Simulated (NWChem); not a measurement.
Si$_{2}$NH$_{5}$F$_{2}$; SMILES F[Si](N)([SiH3])F

```xyz
10

N     -1.5293    -1.0547    -0.3545
Si     0.0176    -0.4282    -0.0292
F      0.4938    -1.0916     1.3695
F      1.1565    -0.8927    -1.0918
Si     0.0280     1.9014     0.0523
H     -1.7660    -2.0165    -0.1349
H     -2.1153    -0.6763    -1.0888
H      1.4233     2.4186     0.1679
H     -0.5853     2.4312    -1.2052
H     -0.7793     2.3752     1.2159
```
Atoms are numbered in this order, from 1.

Computed with NWChem. STO-3G and 3-21G are far too small for this property and stand as cheap habits. Geometry: optimised at PBE0/def2-SVP. B3LYP is NWChem's, with the RPA form of VWN correlation. Field at 589 nm.

**Question.** Estimate the computed values for B3LYP/STO-3G. Quantities: isotropic polarisability (bohr³); anisotropy (bohr³).

**Answer.** 
- isotropic polarisability (bohr³): 28.8
- anisotropy (bohr³): 12.2
